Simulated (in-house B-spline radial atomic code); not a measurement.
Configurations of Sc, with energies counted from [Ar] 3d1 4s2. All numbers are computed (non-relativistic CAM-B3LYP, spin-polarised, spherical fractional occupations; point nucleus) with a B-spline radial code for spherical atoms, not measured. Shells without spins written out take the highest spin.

Caution: exact exchange at fractional occupations of open shells leaves self-interaction of up to several eV.

Occupations are held fixed; configurations that lie above the ionisation limit could autoionise.

| configuration | E - E(ref) (eV) | highest orbital | its <r> (bohr) |
| --- | --- | --- | --- |
| [Ar] 4s2 5d1 | 5.4531 | 5d up | 22.03 |
| [Ar] 4s2 4f(1 up, 0 down) | 5.5858 | 4f up | 22.64 |
| [Ar] 3d1 4s1 5d1 | 5.9254 | 5d up | 23.45 |
| [Ne] 3s2 3p5 3d1 4s2 4f1 | 41.665 | 4f up | 22.64 |
| [Ne] 3s2 3p(2 up, 3 down) 3d(1 up, 0 down) 4s2 4f(0 up, 1 down) | 42.851 | 4f down | 22.65 |

Q: Order these further configurations by energy, lowest first.
A. [Ar] 3d1 4s1 4p1
B. [Ar] 3d1 4s1 5f1
C. [Ar] 3d(1 up, 0 down) 4s(1 up, 0 down) 5p(1 up, 0 down)
D. [Ne] 3s2 3p5 3d1 4s2 5d1
E. [Ne] 3s2 3p5 3d1 4s2 5s1

A: A (3.0298 eV), C (5.2863 eV), B (6.1804 eV), E (39.797 eV), D (41.521 eV).

Q: How far above the reference does [Ar] 3d(2 up, 0 down) 4s(1 up, 0 down) lie?

A: 1.9068 eV; its least bound orbital is 3d up with <r> = 2.481 bohr.
